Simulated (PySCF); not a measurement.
## Working out the ionisation energy of O+

O+ [He] 2s2 2p3 (4S) → O(2+) [He] 2s2 2p2 (3P). Computed with PySCF 2.14 in dyall-av2z, with the non-relativistic Hamiltonian (point nucleus). Frozen: 1s2; the 8 highest virtual orbitals dropped. Energies in hartree (1 hartree = 27.21139 eV):

```csv
part,O+ (lower),O(2+) (upper)
UHF,-74.374289,-73.103190
MP2 opposite-spin,-0.059789,-0.055560
MP2 same-spin,-0.025401,-0.011361
```

What does Hartree-Fock give?

(-73.103190) − (-74.374289) = 1.271099 hartree = 34.588 eV.

What do MP2 and SCS-MP2 (6/5 opposite-spin, 1/3 same-spin) give?

The opposite-spin parts differ by 0.115 eV and the same-spin parts by 0.382 eV. MP2: 34.588 + (0.115) + (0.382) = 35.085 eV. SCS-MP2: 34.588 + 1.2 × (0.115) + (0.382)/3 = 34.853 eV.

A first-order spin-orbit estimate adds -0.027 eV to MP2 (valence), giving 35.058 eV against 35.121 eV (measured; NIST Atomic Spectra Database, ionization energies).

A double-zeta basis recovers only part of the correlation energy.

What remains against the reference includes basis incompleteness, the frozen core and correlation beyond second order.
